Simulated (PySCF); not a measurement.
**One molecule, many functionals**

C₃H₁₂Si₂.
SMILES with atom numbers: `[CH3:1][SiH2:2][CH2:3][CH2:4][SiH3:5]` (hydrogens: H6, H7, H8 on C1; H9, H10 on Si2; H11, H12 on C3; H13, H14 on C4; H15, H16, H17 on Si5)

Geometry (PBE0-D3(BJ)/def2-SVP, Å), atoms numbered from 1 in this order:
```
atom  x, y, z in Å
C1    -2.943    0.567   -0.216
Si2   -1.469   -0.387    0.456
C3     0.171    0.408   -0.045
C4     1.402   -0.336    0.489
Si5    3.038    0.465   -0.008
H6    -3.889    0.101    0.099
H7    -2.927    0.593   -1.317
H8    -2.939    1.606    0.150
H9    -1.538   -0.448    1.953
H10   -1.497   -1.798   -0.050
H11    0.166    1.455    0.308
H12    0.200    0.467   -1.148
H13    1.410   -1.381    0.133
H14    1.373   -0.397    1.591
H15    3.165    0.496   -1.499
H16    3.092    1.874    0.493
H17    4.204   -0.287    0.554
```

Linear-response calculations in the def2-SVPD basis (PySCF; singlets by full response, triplets Tamm–Dancoff, core orbitals frozen in the response; HF means time-dependent Hartree–Fock). 'Strongest' is the level of largest summed f among the singlets computed (10 roots, of which the last may lack a degenerate partner); it can jump between rows when another state enters that window. S1 is the lowest singlet of each run and needn't be the same state throughout; f(S1) is that of one state. The structure is a single PBE0-D3(BJ)/def2-SVP conformer in the gas phase; no vibrational or solvent corrections.

| functional | kind | S1 (eV) | f(S1) | strongest (eV) | T1 (eV) | HOMO (eV) | gap (eV) | ionisation energy, ΔSCF (eV) |
| --- | --- | --- | --- | --- | --- | --- | --- | --- |
| LDA | LDA | 6.26 | 0.000 | 7.17 | 6.06 | -6.71 | 6.16 | 9.41 |
| PBE | GGA | 6.33 | 0.001 | 7.19 | 6.13 | -6.62 | 6.26 | 9.29 |
| B3LYP | global hybrid, 20% exact exchange | 6.84 | 0.001 | 7.76 | 6.62 | -7.62 | 7.74 | 9.59 |
| PBE0 | global hybrid, 25% exact exchange | 7.02 | 0.000 | 8.01 | 6.74 | -7.81 | 8.17 | 9.60 |
| CAM-B3LYP | range-separated hybrid | 7.27 | 0.001 | 8.41 | 7.01 | -9.15 | 10.21 | 9.80 |
| wB97X-D | range-separated hybrid | 7.46 | 0.001 | 8.63 | 7.20 | -9.64 | 11.60 | 9.76 |
| LC-wPBE | range-separated hybrid | 7.95 | 0.001 | 9.25 | 7.54 | -10.46 | 12.54 | 9.99 |
| HF | Hartree–Fock | 8.44 | 0.001 | 9.73 | 7.98 | -10.72 | 13.07 | not settled |

Task: What does BHandHLYP (global hybrid, 50% exact exchange) give?

Result: S1 (eV) 7.50, f(S1) 0.001, strongest (eV) 8.60, T1 (eV) 7.22, HOMO (eV) -8.95, gap (eV) 9.86, ionisation energy, ΔSCF (eV) 9.77. S1 runs from 6.26 eV (LDA) to 8.44 eV (HF), a spread of 2.18 eV, while the orbital gap spreads over 6.9 eV. Along PBE (0%), B3LYP (20%), PBE0 (25%), BHandHLYP (50%), HF (100%) S1 rises with the share of exact exchange. −ε(HOMO) comes closest to its own ΔSCF ionisation energy with wB97X-D (-0.12 eV) and misses most with LDA (-2.70 eV). 'Not settled' means that the ion's SCF failed to converge or may have ended in another state than the lowest.
